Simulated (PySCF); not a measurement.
Compound: cyclo-(Cl2SiO)2.
Geometry (PBE0-D3(BJ)/def2-SVP, Å), atoms numbered from 1 in this order:
```
atom  x, y, z in Å
Si1   -0.5056   -0.7098   -0.8218
Cl2   -2.1647   -1.8155   -0.4928
Cl3    0.1321   -0.9630   -2.7242
O4    -0.6610    0.9023   -0.3593
Si5    0.5398    0.6881    0.8009
Cl6   -0.0972    0.9414    2.7038
Cl7    2.1986    1.7948    0.4709
O8     0.6961   -0.9240    0.3386
```

The closed-shell ground state was solved at several levels (PySCF, density fitting, gas phase, non-relativistic). The dipole stays under 0.02 D at every level.

| level | basis functions | total energy (Eh) | HOMO (eV) | LUMO (eV) | gap (eV) |
| --- | --- | --- | --- | --- | --- |
| CAM-B3LYP/def2-SVPD | 202 | -2569.7791 | -11.15 | -0.18 | 10.97 |
| B3LYP/pcSseg-1 | 178 | -2570.5821 | -9.49 | -1.20 | 8.29 |

(1) What might PBE0/pcSseg-1 (178 basis functions) give for the same quantities?

(2) Over all these levels, which gives the widest orbital gap and which the narrowest?

Results:

(1) Total energy -2569.4858 Eh, HOMO -9.83 eV, LUMO -0.99 eV, gap 8.84 eV.

(2) CAM-B3LYP/def2-SVPD (range-separated hybrid) has the widest, 10.97 eV, and B3LYP/pcSseg-1 (global hybrid, 20 % exact exchange) the narrowest, 8.29 eV. Functional and basis both differ between the two, so the spread mixes both effects.

One conformer stands for the species.
